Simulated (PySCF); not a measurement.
GaCl2, SMILES [Cl][Ga][Cl], multiplicity 2. Atoms are numbered in the order given.

```xyz
3

Ga     0.0000     0.0000     0.5741
Cl     0.0000    -1.8887    -0.5234
Cl     0.0000     1.8887    -0.5234
```
Charge 0, spin multiplicity 2.

The structure is a stationary point at PBE-D3(BJ)/def2-TZVP. The spin state was assumed, not searched. The isomer is the one that the SMILES or the coordinates give; other isomers of the formula were not compared.

All values below come from PySCF with IEF-PCM-B3LYP/def2-SVP.

The values are the electrostatic part of the solvation free energy, E(continuum) − E(gas) at the gas-phase geometry, in a cavity of scaled van der Waals radii (PySCF's table); cavitation and dispersion terms are not included. A continuum can't describe solvent molecules that bind to the metal. The dipole moment in vacuum is 1.61 D.

| solvent | ε | ΔG(elec) (kcal/mol) | dipole (D) |
|---|---|---|---|
| water | 78.36 | -4.1 | 2.35 |
| ethanol | 24.85 | -3.9 | 2.31 |
| methanol | 32.61 | -4.0 | 2.32 |
